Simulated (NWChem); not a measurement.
The numbers come from NWChem runs, not from measurements. System: H4O4Si, charge 0, spin multiplicity 1, at a geometry optimised with PBE0/def2-SVP. The structure started from a generated list of species. Level: LDA (SVWN5)/def2-TZVP.

Input file:

```
start mol
memory heap 200 mb stack 900 mb global 1100 mb
geometry units angstroms nocenter noautoz
  O      0.904943     1.067309     0.870972
  Si     0.000000     0.000000    -0.000000
  O     -1.067311     0.904954    -0.870963
  O      1.067311    -0.904954    -0.870963
  O     -0.904943    -1.067309     0.870972
  H      0.439916     1.858940     1.156914
  H     -1.858909     0.439902    -1.156984
  H      1.858909    -0.439902    -1.156984
  H     -0.439916    -1.858940     1.156914
  symmetry group C2
end
basis spherical
  * library def2-tzvp
end
dft
  xc slater vwn_5
  semidirect memsize 60000000 filesize 0
  iterations 100
end
task dft energy
```

Output (cleaned and shortened):

```
             Northwest Computational Chemistry Package (NWChem) 7.3.0
             --------------------------------------------------------

                                NWChem Input Module
                                -------------------

 Scaling coordinates for geometry "geometry" by  1.889725989
 (inverse scale =  0.529177249)

 Turning off AUTOSYM since
 SYMMETRY directive was detected!

                             Geometry "geometry" -> ""
                             -------------------------

 Output coordinates in angstroms (scale by  1.889725989 to convert to a.u.)

  No.       Tag          Charge          X              Y              Z
 ---- ---------------- ---------- -------------- -------------- --------------
    1 O                    8.0000     0.90494300     1.06730900     0.87097200
    2 Si                  14.0000     0.00000000     0.00000000     0.00000000
    3 O                    8.0000    -1.06731100     0.90495400    -0.87096300
    4 O                    8.0000     1.06731100    -0.90495400    -0.87096300
    5 O                    8.0000    -0.90494300    -1.06730900     0.87097200
    6 H                    1.0000     0.43991600     1.85894000     1.15691400
    7 H                    1.0000    -1.85890900     0.43990200    -1.15698400
    8 H                    1.0000     1.85890900    -0.43990200    -1.15698400
    9 H                    1.0000    -0.43991600    -1.85894000     1.15691400

 Effective nuclear repulsion energy (a.u.)     267.5385229097

            Nuclear Dipole moment (a.u.)
            ----------------------------
        X                 Y               Z
 ---------------- ---------------- ----------------
    -0.0000000000     0.0000000000     0.0000075589

      Symmetry information
      --------------------

 Group name             C2
 Group number              4
 Group order               2
 No. of unique centers     5

      Symmetry unique atoms

     1    2    3    6    7


 Summary of "ao basis" -> "" (spherical)
 ------------------------------------------------------------------------------
       Tag                 Description            Shells   Functions and Types
 ---------------- ------------------------------  ------  ---------------------
 *                         def2-tzvp                  on all atoms

                                 NWChem DFT Module
                                 -----------------

 Summary of "ao basis" -> "ao basis" (spherical)
 ------------------------------------------------------------------------------
       Tag                 Description            Shells   Functions and Types
 ---------------- ------------------------------  ------  ---------------------
 O                         def2-tzvp                11       31   5s3p2d1f
 Si                        def2-tzvp                13       37   5s5p2d1f
 H                         def2-tzvp                 4        6   3s1p

 Summary of "ao basis" -> "ao basis" (spherical)
 ------------------------------------------------------------------------------
       Tag                 Description            Shells   Functions and Types
 ---------------- ------------------------------  ------  ---------------------
 O                         def2-tzvp                11       31   5s3p2d1f
 Si                        def2-tzvp                13       37   5s5p2d1f
 H                         def2-tzvp                 4        6   3s1p

      Symmetry analysis of basis
      --------------------------
[...]
 d= 0,ls=0.0,diis     3   -589.8084063572 -3.26D-01  1.45D-03  8.20D-01    10.0
 d= 0,ls=0.0,diis     4   -589.8723135521 -6.39D-02  1.66D-04  3.85D-03    11.2
 d= 0,ls=0.0,diis     5   -589.8726742930 -3.61D-04  5.40D-05  1.28D-04    12.3
  Resetting Diis
 d= 0,ls=0.0,diis     6   -589.8726855147 -1.12D-05  1.85D-05  2.51D-05    13.4
 d= 0,ls=0.0,diis     7   -589.8726881233 -2.61D-06  4.44D-06  6.00D-07    14.6
 d= 0,ls=0.0,diis     8   -589.8726879974  1.26D-07  2.68D-06  2.19D-06    15.8

         Total DFT energy =     -589.872687997436
      One electron energy =    -1351.715959715757
           Coulomb energy =      547.872990245267
    Exchange-Corr. energy =      -53.568241436678
 Nuclear repulsion energy =      267.538522909732

 Numeric. integr. density =       50.000005403145

     Total iterative time =     14.3s

                  Occupations of the irreducible representations
                  ----------------------------------------------

                     irrep           alpha         beta
                     --------     --------     --------
                     a                13.0         13.0
                     b                12.0         12.0

                       DFT Final Molecular Orbital Analysis
                       ------------------------------------

 Vector   23  Occ=2.000000D+00  E=-3.061372D-01  Symmetry=a
              MO Center=  1.0D-13,  7.2D-14, -3.9D-05, r^2= 3.4D+00
   Bfn.  Coefficient  Atom+Function         Bfn.  Coefficient  Atom+Function
  ----- ------------  ---------------      ----- ------------  ---------------
     8      0.211742  1 O  pz                76      0.211738  3 O  pz
   107      0.211738  4 O  pz               138      0.211742  5 O  pz
    11      0.169799  1 O  pz                79      0.169796  3 O  pz
   110      0.169796  4 O  pz               141      0.169799  5 O  pz
    14      0.129390  1 O  pz                82      0.129389  3 O  pz

 Vector   24  Occ=2.000000D+00  E=-2.780472D-01  Symmetry=b
              MO Center=  2.3D-14,  3.1D-14, -2.5D-01, r^2= 3.3D+00
   Bfn.  Coefficient  Atom+Function         Bfn.  Coefficient  Atom+Function
  ----- ------------  ---------------      ----- ------------  ---------------
    76      0.191071  3 O  pz               107     -0.191071  4 O  pz
    75      0.167272  3 O  py               106      0.167272  4 O  py
     8      0.166434  1 O  pz               138     -0.166434  5 O  pz
    79      0.154834  3 O  pz               110     -0.154834  4 O  pz
    11      0.132692  1 O  pz               141     -0.132692  5 O  pz

 Vector   25  Occ=2.000000D+00  E=-2.780433D-01  Symmetry=b
              MO Center= -2.6D-13,  2.0D-13,  2.5D-01, r^2= 3.3D+00
   Bfn.  Coefficient  Atom+Function         Bfn.  Coefficient  Atom+Function
  ----- ------------  ---------------      ----- ------------  ---------------
     8      0.191076  1 O  pz               138     -0.191076  5 O  pz
     6     -0.167276  1 O  px               136     -0.167276  5 O  px
    76     -0.166435  3 O  pz               107      0.166435  4 O  pz
    11      0.154838  1 O  pz               141     -0.154838  5 O  pz
    79     -0.132693  3 O  pz               110      0.132693  4 O  pz

 Vector   26  Occ=0.000000D+00  E=-2.475805D-02  Symmetry=a
              MO Center= -1.5D-14,  8.8D-15, -1.1D-04, r^2= 6.9D+00
   Bfn.  Coefficient  Atom+Function         Bfn.  Coefficient  Atom+Function
  ----- ------------  ---------------      ----- ------------  ---------------
    36      0.722789  2 Si s                164      0.529777  6 H  s
   170      0.529811  7 H  s                176      0.529811  8 H  s
   182      0.529777  9 H  s                  5     -0.512185  1 O  s
    73     -0.512214  3 O  s                104     -0.512214  4 O  s
   135     -0.512185  5 O  s                 12      0.135125  1 O  px

 Vector   27  Occ=0.000000D+00  E= 2.571807D-02  Symmetry=b
              MO Center= -2.9D-13,  2.2D-14, -1.1D+00, r^2= 7.1D+00
   Bfn.  Coefficient  Atom+Function         Bfn.  Coefficient  Atom+Function
  ----- ------------  ---------------      ----- ------------  ---------------
   170      0.936617  7 H  s                176     -0.936617  8 H  s
    73     -0.722916  3 O  s                104      0.722916  4 O  s
    49     -0.343204  2 Si px                80      0.231563  3 O  px
   111      0.231563  4 O  px                46     -0.168870  2 Si px
     5      0.163629  1 O  s                135     -0.163629  5 O  s

 Vector   28  Occ=0.000000D+00  E= 2.572093D-02  Symmetry=b
              MO Center=  1.6D-15,  2.3D-15,  1.1D+00, r^2= 7.1D+00
   Bfn.  Coefficient  Atom+Function         Bfn.  Coefficient  Atom+Function
  ----- ------------  ---------------      ----- ------------  ---------------
   164      0.936607  6 H  s                182     -0.936607  9 H  s
     5     -0.722938  1 O  s                135      0.722938  5 O  s
    50      0.343240  2 Si py                13     -0.231562  1 O  py
   143     -0.231562  5 O  py                47      0.168878  2 Si py
    73     -0.163641  3 O  s                104      0.163641  4 O  s

 center of mass
 --------------
 x =   0.00000000 y =   0.00000000 z =   0.00000289

 moments of inertia (a.u.)
 ------------------
         442.541942470415           0.001262467388           0.000000000000
           0.001262467388         442.539414901331          -0.000000000000
           0.000000000000          -0.000000000000         499.906532743534

     Multipole analysis of the density
     ---------------------------------

     L   x y z        total         alpha         beta         nuclear
     -   - - -        -----         -----         ----         -------
     0   0 0 0     -0.000000    -25.000000    -25.000000     50.000000

     1   1 0 0      0.000000      0.000000      0.000000     -0.000000
     1   0 1 0      0.000000      0.000000      0.000000      0.000000
     1   0 0 1     -0.000106     -0.000057     -0.000057      0.000008

     2   2 0 0    -24.451591    -81.196137    -81.196137    137.940684
     2   1 1 0      0.000162      0.000327      0.000327     -0.000491
     2   1 0 1     -0.000000     -0.000000     -0.000000      0.000000
     2   0 2 0    -24.451290    -81.196801    -81.196801    137.942313
     2   0 1 1      0.000000      0.000000      0.000000      0.000000
     2   0 0 2    -25.789653    -65.798045    -65.798045    105.806437

 Task  times  cpu:       15.8s     wall:       15.8s

 Total times  cpu:       15.9s     wall:       15.9s
```
